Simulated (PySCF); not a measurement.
Can point charges reproduce the dipole moment of `[SiH3][SiH2][SiH2]C(F)F`?

Coordinates (GFN2-xTB, Å) and charges (e) from the PBE0/pcSseg-1 density (PySCF):

```json
{"atom": "F1", "x": "-0.856", "y": "1.831", "z": "-0.666", "Mulliken": "-0.3113", "IAO": "-0.3099", "Hirshfeld": "-0.1060", "ESP-fitted": "-0.1876"}
{"atom": "C2", "x": "-1.758", "y": "0.839", "z": "-0.397", "Mulliken": "+0.2352", "IAO": "+0.1944", "Hirshfeld": "+0.0575", "ESP-fitted": "+0.0814"}
{"atom": "F3", "x": "-1.705", "y": "-0.002", "z": "-1.474", "Mulliken": "-0.3136", "IAO": "-0.3104", "Hirshfeld": "-0.1127", "ESP-fitted": "-0.1905"}
{"atom": "Si4", "x": "-1.235", "y": "-0.112", "z": "1.211", "Mulliken": "+0.3654", "IAO": "+0.4364", "Hirshfeld": "+0.2337", "ESP-fitted": "+0.2426"}
{"atom": "Si5", "x": "0.854", "y": "-1.006", "z": "0.740", "Mulliken": "-0.0634", "IAO": "+0.1356", "Hirshfeld": "+0.1539", "ESP-fitted": "+0.1364"}
{"atom": "Si6", "x": "2.022", "y": "-0.008", "z": "-1.007", "Mulliken": "+0.2283", "IAO": "+0.3230", "Hirshfeld": "+0.2208", "ESP-fitted": "+0.1983"}
{"atom": "H7", "x": "-2.752", "y": "1.304", "z": "-0.407", "Mulliken": "+0.1227", "IAO": "+0.1467", "Hirshfeld": "+0.0472", "ESP-fitted": "+0.1417"}
{"atom": "H8", "x": "-1.341", "y": "0.938", "z": "2.230", "Mulliken": "-0.0445", "IAO": "-0.0955", "Hirshfeld": "-0.0706", "ESP-fitted": "-0.0710"}
{"atom": "H9", "x": "-2.384", "y": "-0.999", "z": "1.430", "Mulliken": "-0.0434", "IAO": "-0.0927", "Hirshfeld": "-0.0682", "ESP-fitted": "-0.0675"}
{"atom": "H10", "x": "1.606", "y": "-0.969", "z": "2.008", "Mulliken": "-0.0190", "IAO": "-0.0799", "Hirshfeld": "-0.0743", "ESP-fitted": "-0.0646"}
{"atom": "H11", "x": "0.657", "y": "-2.449", "z": "0.510", "Mulliken": "-0.0146", "IAO": "-0.0759", "Hirshfeld": "-0.0709", "ESP-fitted": "-0.0615"}
{"atom": "H12", "x": "3.361", "y": "-0.593", "z": "-1.139", "Mulliken": "-0.0577", "IAO": "-0.0972", "Hirshfeld": "-0.0720", "ESP-fitted": "-0.0658"}
{"atom": "H13", "x": "2.195", "y": "1.426", "z": "-0.778", "Mulliken": "-0.0455", "IAO": "-0.0897", "Hirshfeld": "-0.0705", "ESP-fitted": "-0.0531"}
{"atom": "H14", "x": "1.335", "y": "-0.201", "z": "-2.283", "Mulliken": "-0.0386", "IAO": "-0.0850", "Hirshfeld": "-0.0679", "ESP-fitted": "-0.0389"}
```

Question: Compute μ = Σ q r for each scheme (1 e·Å = 4.803 D) and compare with the dipole of the full density.

Answer: The full density gives (-0.53, -0.32, 1.42) D, 1.55 D in size; dipole vectors point from the negative to the positive end.

```csv
scheme,μx,μy,μz,size (D),share of the full size (%),angle to the full dipole (°)
Mulliken,-1.04,-0.76,3.24,3.49,225,3
IAO,-0.90,-0.90,3.17,3.42,221,6
Hirshfeld,-0.26,-0.31,1.06,1.13,73,7
ESP-fitted,-0.52,-0.34,1.44,1.57,101,1
```

Question: Which set comes closest?

Answer: Length of the difference vector: ESP-fitted 0.03 D, Hirshfeld 0.44 D, IAO 1.89 D, Mulliken 1.94 D. Closest: ESP-fitted. ESP charges are fitted to the potential around the molecule, whose slowest-falling term is the dipole's. The schemes that divide the density aren't constrained to reproduce the dipole.

Question: What is left for the Hirshfeld atoms' own dipoles?

Answer: The shares of the density sum to the whole, so what Σ q r misses lies in dipoles about the nuclei. The atomic dipoles sum to (-0.53, -0.32, 1.42) − (-0.26, -0.31, 1.06) = (-0.27, -0.01, 0.36) D, 0.44 D in size.

Question: With the origin at the mean of the coordinates, (0.000, 0.000, -0.002) Å, which are the largest single terms, by size, of the Mulliken dipole along the direction of the full one?

Answer: Si4 +2.73, Si6 -1.77, F3 +1.15, F1 +1.04, H12 +0.57 D; all 14 atoms together +3.48 D. The single terms depend on the origin, their sum doesn't.

Question: Give the size of the full dipole in other units.

Answer: 1.55 D = 0.608 au = 0.322 e·Å = 5.16 × 10⁻³⁰ C·m.

The structure is a single GFN2-xTB conformer in the gas phase; no vibrational or solvent corrections.

Conformer computed: `[F:1][CH:2]([F:3])[SiH2:4][SiH2:5][SiH3:6]`: F1–C2–Si4–Si5 -61°, C2–Si4–Si5–Si6 20°.
